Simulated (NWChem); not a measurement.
HgBr, doublet; SMILES [Br][Hg]

Program: NWChem. Spin-unrestricted. Coordinates come from a PBE0/def2-SVP, spin-unrestricted optimisation. This spin state was assumed; another may lie lower. No stability test was run on the SCF state. def2 effective core potentials on Hg; no spin-orbit coupling. B3LYP is NWChem's, with the RPA form of VWN correlation. Vertical excitations in the gas phase; the lowest state need not have the same character in each row. Excited states of an open shell can be spin-contaminated.

```
level                    lowest excitation (eV)  oscillator strength of that lowest state  lowest state with f > 0.02 (eV)  oscillator strength of that bright state  lowest empty minus highest occupied level, either spin (eV)
-----------------------  ----------------------  ----------------------------------------  -------------------------------  ----------------------------------------  -----------------------------------------------------------
PBE/def2-SVP, TDA                          1.22                                     0.001                             3.81                                     0.096                                                         0.74
B3LYP/def2-SVP, TDA                        1.33                                     0.001                             3.77                                     0.126                                                         2.05
CAM-B3LYP/def2-SVP, TDA                    1.56                                     0.001                             3.69                                     0.144                                                         4.61
UHF/def2-SVP, CIS                             ?                                     0.002                             3.77                                         ?                                                            ?
```

Question: Complete the blanks.

Answer: 
- UHF/def2-SVP, CIS, lowest excitation (eV): 2.80
- UHF/def2-SVP, CIS, oscillator strength of that bright state: 0.158
- UHF/def2-SVP, CIS, lowest empty minus highest occupied level, either spin (eV): 8.09
